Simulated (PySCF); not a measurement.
# Insertion of a divalent centre (a silylene, a carbene or their kin)

Start structure (SiH2Cl2O, closed shell), relaxed at PBE0-D4/def2-TZVP:

| atom | x (Å) | y (Å) | z (Å) |
| --- | --- | --- | --- |
| Si1 | 0.4262 | -1.1204 | -0.5325 |
| Cl2 | 0.7263 | 0.5183 | -1.8814 |
| Cl3 | -1.7155 | -1.1567 | -0.4500 |
| H4 | -0.5650 | 0.3262 | 1.2660 |
| O5 | 0.3706 | 0.2854 | 1.0160 |
| H6 | 0.5757 | 1.1268 | 0.5799 |

The step: SiCl₂ + H₂O → SiH₂Cl₂O ([OH][SiH]([Cl])[Cl]); bonds formed: Si1–H4; dative contacts that become bonds: Si1–O5; bonds broken: H4–O5. Computed with PySCF 2.14 with density fitting (its default auxiliary sets; JK sets also for MP2 and CCSD(T)) (basis: def2-TZVPP and def2-QZVPP); correlated methods freeze the cores. Extrapolation: Hartree–Fock as exp(−7.88 √X), correlation as X^−2.97. Energies below are by CCSD(T) at an estimated basis limit (MP2 extrapolated from triple and quadruple zeta, plus CCSD(T) − MP2 in triple zeta).

**Question.** What are the electronic barrier and the energy of the step, from the start structure to the end structure? (To be estimated.)

**Answer.** The calculation gives: Barrier 32.06 kcal/mol; step energy -48.62 kcal/mol (downhill); reverse barrier, their difference, 80.67 kcal/mol. Barrier and step energy count from the start structure, the reverse barrier from the end structure.

The saddle point: One imaginary mode of 1525i cm⁻¹.
| pair | start (Å) | saddle (Å) | end (Å) |
| --- | --- | --- | --- |
| Si1–H4 | 2.51 | 1.63 | 1.47 |
| Si1–O5 | 2.09 | 1.83 | 1.62 |
| H4–O5 | 0.97 | 1.28 | 2.49 |

Zero-point energy (harmonic, PBE0-D4): ZPE is 17.59 kcal/mol at the start and 14.31 kcal/mol at the saddle, so the barrier goes from 32.06 to 28.77 kcal/mol.

The T1 diagnostic stays at or below 0.014. The restricted Hartree–Fock reference is unstable towards an unrestricted one at one or more of these structures.

Losses and insertions of silylenes and their heavier kin drive the gas-phase chemistry of silicon and germanium vapour deposition.

Labels in which every atom is bracketed show which atoms are joined, not bond orders.

For scale, one of the runs: CCSD(T)/def2-TZVPP, 185 basis functions, launched by `OMP_NUM_THREADS=4 python run.py`. Hardware: 4 CPU threads of an AMD EPYC, shared host. Wall time 12 min; peak host memory 2.1 GiB.
